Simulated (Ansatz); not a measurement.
Two members of one family ((KH)n), computed with Ansatz in the gas phase. The two geometries come from different levels. Binding counts from free atoms in the multiplicity of their measured ground term, without zero-point energy. The structures are stationary points that may keep the symmetry of their start.

First: (KH)2 ring (singlet, charge 0, PBE0-D4/def2-TZVP geometry).

Cartesian coordinates in Å:
```
K 0.827 -0.905 -1.297
H 1.517 0.353 0.721
K -0.827 0.905 1.297
H -1.517 -0.353 -0.721
```

```csv
level,HOMO (eV),LUMO (eV),gap (eV),binding per atom (eV)
LDA (SPW92)/def2-TZVP,-3.41,-1.02,2.39,1.39
PBE-D4/def2-TZVP,-3.31,-1.02,2.29,1.25
r2SCAN-D4/def2-TZVP,-3.43,-0.29,3.14,1.30
PBE0-D4/def2-SVP,-4.23,-0.58,3.65,1.23
LC-ωPBE/def2-TZVP,-6.88,0.42,7.30,1.30
```

Second: (KH)3 ring (singlet, charge 0, r2SCAN-D4/def2-TZVP geometry).

```xyz
6

K    -0.729    2.151   -1.058
H    -1.196    1.658    1.315
K    -0.504   -0.442    2.414
H     0.707   -2.088    1.027
K     1.233   -1.709   -1.356
H     0.490    0.430   -2.342
```

Question: What does the change do? Estimate second minus first.

Answer: 
```
                level  Δ HOMO (eV)  Δ LUMO (eV)  Δ gap (eV)  Δ binding per atom (eV)
LDA (SPW92)/def2-TZVP        -0.29         0.35        0.64                     0.11
     PBE-D4/def2-TZVP        -0.27         0.36        0.62                     0.11
  r2SCAN-D4/def2-TZVP        -0.25         0.39        0.64                     0.11
     PBE0-D4/def2-SVP        -0.31         0.34        0.65                     0.12
    LC-ωPBE/def2-TZVP        -0.29         0.29        0.58                     0.11
```
